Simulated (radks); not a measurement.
Valence configurations of Al+ (all share [Ne]). All-electron calculation, Dirac Kohn-Sham, PBE, spin-unpolarised, spherical densities, finite nucleus; open shells fill j = l - 1/2 first; Fermi nuclear charge, rms radius 3.061 fm. Program: a radial shooting solver on a logarithmic mesh with Libxc functionals. Energies are relative to 3s2; eigenvalues in eV.

| valence | E (eV) | e(3p1/2) | e(3s1/2) |
|---|---|---|---|
| 3s2 | 0.000 | - | -14.810 |
| 3s1.5 3p0.5 | 2.884 | -9.424 | -15.218 |
| 3s1 3p1 | 5.793 | -9.761 | -15.604 |
| 3s0.5 3p1.5 | 8.727 | -10.082 | -15.971 |
| 3p2 | 11.683 | -10.387 | - |

NIST lists [Ne] 3s2 as the ground configuration; this level of theory agrees among the configurations tried. The energies are those of spherical spin-averaged densities, not of single terms.
